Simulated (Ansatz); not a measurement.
C3H8O2, charge +1, doublet, at a GFN2-xTB geometry (a state made from the parent by changing its charge; the spin is typed, not shown lowest); PBE0/6-31G (Ansatz, a first-principles code).

Input for Ansatz:
Ansatz 0.2 input:
```yaml
crystal:
  periodic: [false, false, false]
  atoms:
    - {symbol: C, position_ang: [1.81426179, 0.09406184, 0.39240456]}
    - {symbol: C, position_ang: [0.44933079, 0.41970845, -0.12989931]}
    - {symbol: O, position_ang: [-0.26653974, 1.33745720, 0.54478004]}
    - {symbol: C, position_ang: [-0.47729955, -1.00567937, -0.14957349]}
    - {symbol: O, position_ang: [-1.60068711, -0.83176109, -0.84307436]}
    - {symbol: H, position_ang: [2.43337789, 0.99299772, 0.30055944]}
    - {symbol: H, position_ang: [1.80659021, -0.18341774, 1.44661806]}
    - {symbol: H, position_ang: [2.29308471, -0.69394527, -0.18094597]}
    - {symbol: H, position_ang: [0.42551817, 0.67055383, -1.20030474]}
    - {symbol: H, position_ang: [0.04101484, 1.49507836, 1.45425721]}
    - {symbol: H, position_ang: [0.16087263, -1.72346247, -0.67132052]}
    - {symbol: H, position_ang: [-0.60421294, -1.22951919, 0.91565746]}
    - {symbol: H, position_ang: [-2.33618881, -0.42239982, -0.35575692]}
basis:
  gaussian:
    orbitals: 6-31G
hamiltonian:
  xc: pbe0
total_charge: 1
magnetization: {spin_polarized: true, initial_magnetization: 1}
```

What the program printed (banner, timings and long lists left out):

```
Functional definition: PBE0
787 factors; integrals over basis functions are off by at most 2.4e-4 eV
mean field evaluation 1: about -7305.5586 eV, gradient 5.0e1 eV
mean field evaluation 2: about -7301.8046 eV, gradient 6.0e1 eV
mean field evaluation 4: about -7315.3772 eV, gradient 1.8e0 eV
mean field evaluation 8: about -7315.3719 eV, gradient 8.1e-2 eV
mean field evaluation 16: about -7315.3719 eV, gradient 8.3e-5 eV
mean field -7315.37193722 eV, -268.8349601557 hartree, gradient 2.3e-5 eV, S^2 0.753297; 0 other end points of the search recorded, 0 dependent functions left out
reference -7315.37195337 eV, -268.8349607490 hartree; 21, 20 occupied and 40, 41 virtual orbitals, 787 factors
Total energy: -7315.37195337 eV, -268.8349607490 hartree
```
